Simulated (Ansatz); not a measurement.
`CC1[SiH2]C[SiH2]1`. Charge 0, multiplicity 1.

Z-matrix (Å, degrees):
```
Si
C 1 1.898
Si 1 2.587 2 47.0
C 1 1.892 2 91.0 3 18.1
H 1 1.491 2 117.0 3 139.3
H 1 1.490 2 111.0 3 -95.4
C 2 1.519 1 122.4 3 126.2
H 2 1.100 1 106.1 3 -105.5
H 3 1.490 1 108.0 2 -102.3
H 3 1.491 1 143.5 2 77.6
H 4 1.088 1 118.5 2 -138.8
H 4 1.093 1 111.5 2 93.6
H 7 1.093 2 111.1 1 -53.8
H 7 1.094 2 111.9 1 66.1
H 7 1.094 2 111.9 1 -173.6
```

(1) Give the diagnostics of a CCSD(T)/def2-TZVPP run (frozen core, Ansatz 0.2.0). (Best estimate.)

Answers

(1) Ansatz gave: T1 = 0.0107, largest single amplitude 0.015, largest double 0.017, (T) share of the correlation energy 3.9 %, 8 CCSD cycles. The RHF solution is stable towards an unrestricted one. T1 lies under the customary mark of 0.02 for closed shells.
